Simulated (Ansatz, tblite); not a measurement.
Forces on the cluster Ga₂Se₃ at its r2SCAN-D4/def2-SVP geometry. Total charge 0; singlet.

The xTB rows come from tblite. The structure comes from a short search, and lower isomers may exist.

GFN1-xTB (tblite), largest force 0.89 eV/Å:

```xyz
5
positions Å, forces eV/Å
Ga    0.841   -0.422   -0.109   -0.005   -0.325    0.248
Ga   -1.173    1.632   -0.636   -0.749    0.474    0.024
Se   -1.375   -0.336    0.954    0.351   -0.527    0.219
Se    0.498   -2.121    1.348   -0.267    0.407   -0.171
Se    1.210    1.246   -1.557    0.671   -0.029   -0.319
```

GFN2-xTB (tblite), largest force 1.57 eV/Å:

```
Ga 0.380 -0.197 -0.045
Ga -1.100 1.084 -0.259
Se -0.086 -0.719 0.586
Se -0.178 -0.459 0.438
Se 0.983 0.291 -0.721
```

PBE0-D4/def2-TZVP (Ansatz), largest force 0.56 eV/Å:

```
Ga 0.045 0.030 -0.046
Ga -0.040 0.183 -0.118
Se 0.303 -0.438 0.176
Se -0.306 0.317 -0.083
Se -0.002 -0.092 0.071
```
